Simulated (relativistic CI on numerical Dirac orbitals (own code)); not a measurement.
**Ru+ (4d7) in a crystal field**

Calculated by Dirac-Coulomb-Breit CI, KLI orbitals optimised for each configuration, model QED, valence Slater integrals scaled by 0.65, one configuration in a parametric crystal field (own radial code).

Field parameters in Wybourne normalisation: D3d B²₀ = −7Dσ, B⁴₀ = −14Dq − 21Dτ, B⁴₃ = −14√(10/7) Dq; Oh B⁴₀ = 21Dq, B⁴₄ = √(5/14) B⁴₀; Td as Oh with Dq negative (B⁴₀ = 21Dq, B⁴₄ = √(5/14) B⁴₀). The field is a parameter set, without covalency.

S and J are read from ⟨S²⟩ = S(S + 1) and ⟨J²⟩ = J(J + 1) of each level; they are not fictitious spins.

Td, 10Dq = -11550 cm⁻¹, the lowest 16 levels:

| E (cm⁻¹) | Degeneracy | Irrep | S | J |
| --- | --- | --- | --- | --- |
| 0.0 | 4 | Γ8 | 1.50 | 3.67 |
| 9113 | 4 | Γ8 | 0.77 | 4.21 |
| 9789 | 2 | Γ6 | 0.70 | 3.92 |
| 10193 | 4 | Γ8 | 0.61 | 3.75 |
| 11736 | 2 | Γ6 | 1.40 | 3.73 |
| 11850 | 4 | Γ8 | 1.43 | 3.37 |
| 11892 | 4 | Γ8 | 1.34 | 4.01 |
| 11992 | 2 | Γ7 | 1.48 | 3.23 |
| 14117 | 2 | Γ7 | 0.70 | 3.76 |
| 14898 | 4 | Γ8 | 0.73 | 3.55 |
| 16286 | 2 | Γ6 | 1.46 | 3.42 |
| 16818 | 4 | Γ8 | 1.47 | 2.87 |
| 17170 | 4 | Γ8 | 1.39 | 2.76 |
| 17220 | 2 | Γ7 | 1.39 | 2.95 |
| 19973 | 2 | Γ6 | 0.59 | 3.89 |
| 21191 | 4 | Γ8 | 0.51 | 4.56 |

Oh, 10Dq = 8100 cm⁻¹, the lowest 10 levels:

```tsv
E (cm⁻¹)	Degeneracy	Irrep	S	J
0.0	2	Γ6	1.49	4.29
389	4	Γ8	1.42	3.90
934	4	Γ8	1.36	3.44
1632	2	Γ7	1.50	2.93
3297	4	Γ8	0.84	3.91
7625	4	Γ8	1.26	3.66
8019	2	Γ6	1.45	3.69
8157	4	Γ8	1.46	3.40
8419	2	Γ7	1.38	3.18
9540	4	Γ8	0.69	4.51
```

Principal g values of the ground doublet: 4.50, 4.50, 4.50.

Oh, 10Dq = 11000 cm⁻¹, the lowest 16 levels:

```
E (cm⁻¹)  Degeneracy  Irrep     S     J
     0.0           4     Γ8  0.80  3.87
     867           2     Γ6  1.50  4.24
    1462           4     Γ8  1.47  3.81
    2443           2     Γ7  1.50  2.90
    2876           4     Γ8  1.34  3.37
    9586           4     Γ8  0.73  4.17
   10462           4     Γ8  0.68  4.11
   10557           2     Γ6  0.74  4.56
   10672           2     Γ7  0.75  3.58
   11832           4     Γ8  1.45  3.56
   11999           2     Γ6  1.36  3.90
   12640           4     Γ8  1.22  3.43
   12708           2     Γ7  1.36  3.29
   13368           4     Γ8  0.71  3.08
   14014           2     Γ6  0.54  2.59
   18005           2     Γ7  1.34  2.85
```

D3d, 10Dq = 24100, Dσ = 1170, Dτ = -470 cm⁻¹, the lowest 16 levels:

| E (cm⁻¹) | Degeneracy | Irrep | S | J |
| --- | --- | --- | --- | --- |
| 0.0 | 2 | Γ5+Γ6 | 0.51 | 3.89 |
| 256 | 2 | Γ4 | 0.51 | 3.99 |
| 11829 | 2 | Γ4 | 1.50 | 4.01 |
| 12065 | 2 | Γ5+Γ6 | 1.49 | 3.74 |
| 13036 | 2 | Γ4 | 1.49 | 3.59 |
| 13613 | 2 | Γ4 | 1.50 | 2.95 |
| 13728 | 2 | Γ5+Γ6 | 1.49 | 3.02 |
| 13815 | 2 | Γ4 | 1.50 | 3.01 |
| 20865 | 2 | Γ4 | 0.51 | 4.43 |
| 20998 | 2 | Γ5+Γ6 | 0.51 | 4.38 |
| 21538 | 2 | Γ4 | 0.51 | 4.23 |
| 21800 | 2 | Γ5+Γ6 | 0.51 | 4.13 |
| 21928 | 2 | Γ4 | 0.51 | 4.48 |
| 22099 | 2 | Γ4 | 0.51 | 3.80 |
| 24691 | 2 | Γ4 | 0.51 | 2.96 |
| 24805 | 2 | Γ5+Γ6 | 0.51 | 2.88 |

Principal g values of the ground doublet: 0.00, 0.00, 1.55.

Td, 10Dq = -3750 cm⁻¹, the lowest 16 levels:

```
E (cm⁻¹)  Degeneracy  Irrep     S     J
     0.0           4     Γ8  1.49  3.97
    3308           4     Γ8  1.47  4.22
    3703           2     Γ6  1.48  3.95
    4209           4     Γ8  1.49  3.26
    4401           2     Γ7  1.50  3.29
    5689           2     Γ6  1.47  4.02
    6474           4     Γ8  1.47  3.30
    7172           2     Γ7  1.47  2.74
    7475           4     Γ8  1.48  2.23
    9458           4     Γ8  0.56  4.44
    9658           2     Γ6  0.57  4.26
   10304           4     Γ8  0.62  3.54
   12122           4     Γ8  0.87  3.65
   12372           2     Γ7  1.14  3.20
   12474           4     Γ8  1.25  2.42
   12516           2     Γ6  0.67  3.55
```

The free-ion ground term has S = 3/2. The field overcomes the spin-pairing energy for Oh, 10Dq = 11000 cm⁻¹; D3d, 10Dq = 24100, Dσ = 1170, Dτ = -470 cm⁻¹, where the ground state has lower spin; these fields are assumed values.

Levels of this model without a field, named by their leading LS term (the scale mimics covalency, so terms lie below those of the real free ion): ⁴F9/2 0, ⁴F7/2 1438, ⁴F5/2 2346, ⁴F3/2 2918, ⁴P3/2 8494, ⁴P5/2 8610, ²G9/2 8774, ⁴P1/2 9527 cm⁻¹.
